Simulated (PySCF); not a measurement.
Calculation: PBE-D3(BJ)/def2-TZVP // CAM-B3LYP-D3(BJ)/def2-TZVP run with PySCF. All species are isolated molecules in the gas phase. One relaxed conformer stands for a flexible species; it need not be the lowest. Excitations are Tamm–Dancoff values on a coarser integration grid. The basis has no diffuse functions, so Rydberg states are missing or too high.

Reference species (SMILES): `[OH][In]([OH])[SH]` (neutral, multiplicity 1).

S1 excitation (TDA): 4.00 eV
S1 oscillator strength: 0.004
HOMO: -6.56 eV
S1–T1 gap (TDA): 0.31 eV

Changed species: `[OH][In]([SH])[SH]` (2 of 3 OH replaced by SH; the reference has 1 of 3 OH replaced by SH).

**Question.** Predict the effect on the S1 excitation (TDA), S1 oscillator strength, HOMO and S1–T1 gap (TDA).

**Answer.** the S1 excitation (TDA) falls by 0.05 eV, to 3.95 eV; the S1 oscillator strength is nearly the same; the HOMO increases by 0.15 eV, to -6.41 eV; the S1–T1 gap (TDA) drops by 0.02 eV, to 0.29 eV.
